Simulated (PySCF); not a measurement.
Electron correlation in Ga⁺ (gallium, charge +1)

[Ar] 3d10 4s2, closed-shell 1S. Calculation: PySCF 2.14, in aug-cc-pVDZ-DK; the spin-free X2C one-electron Hamiltonian (Gaussian nucleus). Frozen: [Ar] 3d10; 2 electrons correlated.

Total MP2 correlation energy: -23.62 mhartree.

Same-spin part 0.00 and opposite-spin part -23.62 mhartree; SCS-MP2 scales them by 1/3 and 6/5 to -28.34 mhartree.

With two correlated electrons CCSD is exact within the correlated space (frozen core and kept virtual orbitals).

```json
{"level": "CCSD", "correlation energy (mhartree)": "-35.74"}
```

Diagnostics: T1 = 0.0056, D1 = 0.0080, largest double amplitude 0.096.

Question: Is a single reference adequate?

Answer: Mostly. T1 lies below 0.03, but a double amplitude of this size points to a near-degeneracy that CCSD handles and MP2 describes poorly.
